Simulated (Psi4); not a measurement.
ethane (C2H6), singlet, geometry from GFN2-xTB; PBE0/3-21G (Psi4).

The Psi4 input:
```
memory 2 GB

molecule mol {
0 1
  C    -0.000634   -0.004602    0.760696
  C     0.000634    0.004602   -0.760696
  H     0.005317    1.011178    1.149761
  H    -0.885803   -0.510532    1.139811
  H     0.877625   -0.521403    1.141215
  H    -0.005317   -1.011178   -1.149761
  H    -0.877625    0.521403   -1.141215
  H     0.885803    0.510532   -1.139811
}

set basis 3-21g
set reference rks

energy('pbe0')
print_variables()
```

What the program printed (banner, timings and long lists left out):

```
   => Loading Basis Set <=

    Name: 3-21G
    Role: ORBITAL
    Keyword: BASIS

         ---------------------------------------------------------
                                   SCF
               by Justin Turney, Rob Parrish, Andy Simmonett
                          and Daniel G. A. Smith
                              RKS Reference
         ---------------------------------------------------------

  ==> Geometry <==

    Molecular point group: ci
    Full point group: Ci

    Geometry (in Angstrom), charge = 0, multiplicity = 1:

       Center              X                  Y                   Z               Mass
    ------------   -----------------  -----------------  -----------------  -----------------
         C           -0.000634000000    -0.004602000000     0.760696000000    12.000000000000
         C            0.000634000000     0.004602000000    -0.760696000000    12.000000000000
         H            0.005317000000     1.011178000000     1.149761000000     1.007825032230
         H           -0.885803000000    -0.510532000000     1.139811000000     1.007825032230
         H            0.877625000000    -0.521403000000     1.141215000000     1.007825032230
         H           -0.005317000000    -1.011178000000    -1.149761000000     1.007825032230
         H           -0.877625000000     0.521403000000    -1.141215000000     1.007825032230
         H            0.885803000000     0.510532000000    -1.139811000000     1.007825032230

  Running in ci symmetry.

  Rotational constants: A =      2.68936  B =      0.67617  C =      0.67617 [cm^-1]
  Rotational constants: A =  80625.04222  B =  20271.09860  C =  20271.09482 [MHz]
  Nuclear repulsion =   42.443980704435383

  Charge       = 0
  Multiplicity = 1
  Electrons    = 18
  Nalpha       = 9
  Nbeta        = 9

  ==> Algorithm <==

  SCF Algorithm Type is DF.
  DIIS enabled.
  MOM disabled.
  Fractional occupation disabled.
  Guess Type is SAD.
  Energy threshold   = 1.00e-06
  Density threshold  = 1.00e-06
  Integral threshold = 1.00e-12

  ==> Primary Basis <==

  Basis Set: 3-21G
    Blend: 3-21G
    Number of shells: 22
    Number of basis functions: 30
    Number of Cartesian functions: 30
    Spherical Harmonics?: false
    Max angular momentum: 1

  ==> DFT Potential <==

   => LibXC <=

    Version 7.1.2
    S. Lehtola, C. Steigemann, M. J. T. Oliveira, and M. A. L. Marques,  SoftwareX 7, 1–5 (2018) (10.1016/j.softx.2017.11.002)

   => Composite Functional: PBE0 <=

    PBE0 Hyb-GGA Exchange-Correlation Functional

    C. Adamo and V. Barone,  J. Chem. Phys. 110, 6158 (1999) (10.1063/1.478522)
    M. Ernzerhof and G. E. Scuseria,  J. Chem. Phys. 110, 5029 (1999) (10.1063/1.478401)

    Deriv               =              1
    GGA                 =           TRUE
    Meta                =          FALSE

    Exchange Hybrid     =           TRUE
    MP2 Hybrid          =          FALSE

   => Exchange Functionals <=

    0.7500   Perdew, Burke & Ernzerhof

   => Exact (HF) Exchange <=

    0.2500               HF

   => Correlation Functionals <=

    1.0000   Perdew, Burke & Ernzerhof

   => LibXC Density Thresholds  <==

    XC_HYB_GGA_XC_PBEH:  1.00E-15

   => Molecular Quadrature <=

    Radial Scheme          =       TREUTLER
    Pruning Scheme         =           NONE
    Nuclear Scheme         =       TREUTLER

    Blocking Scheme        =         OCTREE
    BS radius alpha        =              1
    Pruning alpha          =              1
    Radial Points          =             75
    Spherical Points       =            302
    Total Points           =         172186
    Total Blocks           =           1356
    Max Points             =            256
    Max Functions          =             30
    Weights Tolerance      =       1.00E-15

   => Loading Basis Set <=

    Name: (3-21G AUX)
    Role: JKFIT
    Keyword: DF_BASIS_SCF

  ==> Integral Setup <==

  SCF_SUBTYPE=INCORE selected. In-core MEM_DF algorithm will be used.
  Using in-core AOs.

  ==> MemDFJK: Density-Fitted J/K Matrices <==

    J tasked:                   Yes
    K tasked:                   Yes
    wK tasked:                   No
    Algorithm:                 Core
    Schwarz Cutoff:           1E-12
    Mask sparsity (%):       0.0000
    Fitting Condition:        1E-10

   => Auxiliary Basis Set <=

  Basis Set: (3-21G AUX)
    Blend: DEF2-UNIVERSAL-JKFIT
    Number of shells: 86
    Number of basis functions: 298
    Number of Cartesian functions: 298
    Spherical Harmonics?: false
    Max angular momentum: 4

  Minimum eigenvalue in the overlap matrix is 2.9684294746E-02.
  Reciprocal condition number of the overlap matrix is 6.8354137425E-03.
    Using symmetric orthogonalization.

  ==> Pre-Iterations <==

  SCF Guess: Superposition of Atomic Densities via on-the-fly atomic UHF (no occupation information).

   -------------------------
    Irrep   Nso     Nmo
   -------------------------
     Ag        15      15
     Au        15      15
   -------------------------
    Total      30      30
   -------------------------

  ==> Iterations <==

                           Total Energy        Delta E     RMS |[F,P]|

   @DF-RKS iter SAD:   -78.79339862223674   -7.87934e+01   0.00000e+00
   @DF-RKS iter   1:   -79.13733193503468   -3.43933e-01   2.60004e-02 ADIIS/DIIS
   @DF-RKS iter   2:   -79.13401882220867    3.31311e-03   2.55613e-02 ADIIS/DIIS
   @DF-RKS iter   3:   -79.29095890481079   -1.56940e-01   2.84366e-04 ADIIS/DIIS
   @DF-RKS iter   4:   -79.29098601259373   -2.71078e-05   5.19186e-05 DIIS
   @DF-RKS iter   5:   -79.29098663515074   -6.22557e-07   5.07417e-06 DIIS
   @DF-RKS iter   6:   -79.29098664105035   -5.89961e-09   1.04840e-07 DIIS
  Energy and wave function converged.

  ==> Post-Iterations <==

   Electrons on quadrature grid:
      Ntotal   =   18.0000178948 ; deviation = 1.789e-05

    Orbital Energies [Eh]
    ---------------------

    Doubly Occupied:

       1Au   -10.151712     1Ag   -10.151000     2Ag    -0.776338
       2Au    -0.630290     3Au    -0.448472     4Au    -0.448471
       3Ag    -0.376497     4Ag    -0.348962     5Ag    -0.348961

    Virtual:

       6Ag     0.145215     5Au     0.195362     6Au     0.195365
       7Au     0.204642     7Ag     0.227171     8Ag     0.227173
       8Au     0.267064     9Au     0.712844    10Au     0.712852
       9Ag     0.750940    11Au     0.826753    10Ag     0.862674
      11Ag     0.862678    12Ag     1.021114    12Au     1.103923
      13Au     1.103926    13Ag     1.112876    14Ag     1.112880
      14Au     1.180145    15Ag     1.697541    15Au     2.052848

    Final Occupation by Irrep:
             Ag    Au
    DOCC [     5,    4 ]
    NA   [     5,    4 ]
    NB   [     5,    4 ]

  @DF-RKS Final Energy:   -79.29098664105035

   => Energetics <=

    Nuclear Repulsion Energy =             42.4439807044353827
    One-Electron Energy =                -189.0810368411576974
    Two-Electron Energy =                  77.1862338205993410
    DFT Exchange-Correlation Energy =      -9.8401643249273789
    Empirical Dispersion Energy =           0.0000000000000000
    VV10 Nonlocal Energy =                  0.0000000000000000
    Total Energy =                        -79.2909866410503525

Computation Completed

Properties will be evaluated at   0.000000,   0.000000,   0.000000 [a0]

Properties computed using the SCF density matrix

 Multipole Moments:

 ------------------------------------------------------------------------------------
     Multipole            Electronic (a.u.)      Nuclear  (a.u.)        Total (a.u.)
 ------------------------------------------------------------------------------------

 L = 1.  Multiply by 2.5417464519 to convert [e a0] to [Debye]
 Dipole X            :          0.0000000            0.0000000            0.0000000
 Dipole Y            :          0.0000000            0.0000000            0.0000000
 Dipole Z            :          0.0000000            0.0000000            0.0000000
 Magnitude           :                                                    0.0000000

 ------------------------------------------------------------------------------------

  Variable Map:
  ----------------------------------------------------------------------------
  "CURRENT ENERGY"              =>     -79.290986641050
  "CURRENT REFERENCE ENERGY"    =>     -79.290986641050
  "DD SOLVATION ENERGY"         =>       0.000000000000
  "DFT FUNCTIONAL TOTAL ENERGY" =>     -79.290986641050
  "DFT TOTAL ENERGY"            =>     -79.290986641050
  "DFT VV10 ENERGY"             =>       0.000000000000
  "DFT XC ENERGY"               =>      -9.840164324927
  "GRID ELECTRONS ALPHA"        =>       9.000008947402
  "GRID ELECTRONS BETA"         =>       9.000008947402
  "GRID ELECTRONS TOTAL"        =>      18.000017894804
  "NUCLEAR REPULSION ENERGY"    =>      42.443980704435
  "ONE-ELECTRON ENERGY"         =>    -189.081036841158
  "PCM POLARIZATION ENERGY"     =>       0.000000000000
  "PE ENERGY"                   =>       0.000000000000
  "SCF ITERATION ENERGY"        =>     -79.290986641050
  "SCF ITERATIONS"              =>       6.000000000000
  "SCF TOTAL ENERGY"            =>     -79.290986641050
  "TWO-ELECTRON ENERGY"         =>      77.186233820599
  "XC GRID RADIAL POINTS"       =>      75.000000000000
  "XC GRID SPHERICAL POINTS"    =>     302.000000000000
  "XC GRID TOTAL POINTS"        =>  172186.000000000000

  Array Variable Map:
  ----------------------------------------------------------------------------
  "CURRENT DIPOLE"              =>       0.000000000000 ... 0.000000000000 1 by 3
  "SCF DIPOLE"                  =>       0.000000000000 ... 0.000000000000 1 by 3
  "SCF TOTAL ENERGIES"          =>     -78.793398622237 ... -79.290986641050 1 by 7
```
